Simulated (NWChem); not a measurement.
Species: AlI$_{3}$; SMILES [Al]([I])([I])[I]

def2 effective core potentials on I; no spin-orbit coupling.

Task: Give the equilibrium geometry at PBE0/def2-SVP with def2 effective core potentials on I (NWChem) as a list of bonds and angles, with the point group.

Result: point group D3h; any orientation.
Bonds (Å): Al1–I2 2.455, Al1–I3 2.455, Al1–I4 2.455. Bond angles (°): I2–Al1–I3 120.0, I2–Al1–I4 120.0, I3–Al1–I4 120.0.
